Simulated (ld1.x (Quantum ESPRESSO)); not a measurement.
iron (Fe), TM: configuration errors across variants

```json
{
 "Element": "iron",
 "Generator": "ld1.x (Quantum ESPRESSO) 7.5",
 "Type": "norm-conserving Troullier–Martins (Kleinman–Bylander form)",
 "Functional": "Wu–Cohen",
 "Relativity": "scalar-relativistic",
 "Frozen core": "[Ne] 3s2",
 "Valence charge": "14",
 "Reference configuration": "3p6 3d6 4s0 4p0 (charge +2)",
 "Partial waves": "4s (bound, empty): rc 1.80 bohr; 3d (bound): rc 1.75 bohr; 3p (bound): rc 1.40 bohr",
 "Local potential": "the p channel",
 "Core correction": "none"
}
```

All-electron excitation energies from the reference (eV): (1) 3p6 3d6 4s2 4p0 -24.851; (2) 3p6 3d6 4s1 4p0 -16.091; (3) 3p6 3d5 4s0 4p0 34.220; (4) 3p6 3d7 4s0 4p0 -18.280; (5) 3p6 3d4 4s0 4p0 87.322; (6) 3p6 3d5 4s2 4p1 -16.057; (7) 3p6 3d7 4s1 4p0 -25.651.

4 further variants failed, have other tests or another functional or relativity, and are left out.

A true bound ghost makes a file unfit for plane-wave use even where its test errors are small: the radial tests pick states by their node count and pass the ghost by.

Errors AE − PS in meV (a dash: test not solved or not reliable):

```csv
change,(1),(2),(3),(4),(5),(6),(7),bound ghosts
base,+14,+7.6,+45,+1.0,+368,+22,+23,s
wave 4s (bound): rc 1.80 bohr becomes 4s (bound): rc 2.30 bohr,+8.7,+5.5,+45,+1.0,+368,-5.7,+27,s
wave 3p (bound): rc 1.40 bohr becomes 3p (bound): rc 1.86 bohr,+11,+6.7,-4.6,-34,+169,-335,-10,s
local potential all-electron potential smoothed inside 1.25 bohr (lloc = -1),+11,+7.0,+41,-1.2,+350,-7.0,+17,s
"all radii scaled by about 1.05 (s 1.88, p 1.46, d 1.84 bohr)",+15,+7.8,+64,+3.4,+492,+32,+24,s
core correction a·sin(br)/r model core inside 1.00 bohr,-9.6,-4.2,+25,-9.9,+271,-18,+2.0,s
wave 3p (bound): rc 1.40 bohr becomes 3p (bound): rc 1.04 bohr,+13,+7.5,+46,+1.5,+371,+26,+23,s
wave 3d (bound): rc 1.75 bohr becomes 3d (bound): rc 2.66 bohr,-38,-28,+396,+92,+2365,+453,-19,s
```

Problem. Give the same row for: wave 3d (bound): rc 1.75 bohr becomes 3d (bound): rc 1.52 bohr.

Solution. +4.9, +4.5, +8.0, -2.7, +110, -58, +27; bound ghosts: s.
